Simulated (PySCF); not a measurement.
C5H7O, SMILES [CH]1CCC(C1)=O, multiplicity 2. The structure is a stationary point at PBE-D3(BJ)/def2-SVP. The isomer is the one that the SMILES or the coordinates give; other isomers of the formula were not compared. The values are those of a single conformer.

Question: Give the equilibrium geometry at PBE-D3(BJ)/def2-SVP (PySCF confirms it by a frequency run) as Cartesian coordinates in Å. (The exact figures need the calculation; the answer reports its results.)

Answer: One answer among several that fit: 
```xyz
13

O      0.8482     1.8618     0.5015
C      0.3837     0.7919     0.1657
C      1.1491    -0.5438     0.1154
C      0.1125    -1.5639    -0.1994
C     -1.2716    -0.9822    -0.2458
C     -1.0617     0.5424    -0.2893
H      1.6835    -0.6941     1.0858
H      1.9712    -0.4643    -0.6382
H      0.3159    -2.6403    -0.2920
H     -1.8593    -1.2719     0.6616
H     -1.8671    -1.3662    -1.1035
H     -1.1368     0.9352    -1.3274
H     -1.7650     1.1407     0.3220
```
Charge 0, spin multiplicity 2.
